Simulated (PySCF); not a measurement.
# Ionisation energy of Pt⁶⁴⁺ by level of theory

Pt⁶⁴⁺ [Ne] 3s2 3p2 [3p1/2^2, M_J = 0] → Pt⁶⁵⁺ [Ne] 3s2 3p1 [3p1/2^1, M_J = 1/2], as a difference of total energies. All numbers are calculated (PySCF 2.14, the two-component X2C-1e Hamiltonian, in an uncontracted even-tempered set (17 s from 21 bohr⁻², ratio 2.4; 14 p from 28 bohr⁻², ratio 2.4; 4 d from 93 bohr⁻², ratio 2.6; 4 f from 140 bohr⁻², ratio 2.6)). Correlated levels: 1s2 frozen; the 46 highest virtual spinors dropped. "Screened" scales the spin-orbit matrix elements by Boettger's factors to mimic the two-electron term; Breit and QED terms are absent.

```csv
method,ionisation energy (eV)
GHF (spin-free),7203.3
GMP2 (spin-free),7204.2
GHF (screened spin-orbit),7520.9
GMP2 (screened spin-orbit),7522.8
```

Breit and QED terms and the two-electron picture change are absent.

The spin-free rows relax to the high-spin LS determinant and lack the spin-orbit shift.

The labels give the starting determinants; with spin-orbit coupling the two ends relaxed to ⟨J²⟩ = 0.00, ⟨L²⟩ = 1.36, ⟨S²⟩ = 1.36 and ⟨J²⟩ = 0.75, ⟨L²⟩ = 2.03, ⟨S²⟩ = 0.78.

For comparison: 7512 ± 24 eV (theoretical estimate listed by NIST; NIST Atomic Spectra Database, ionization energies).
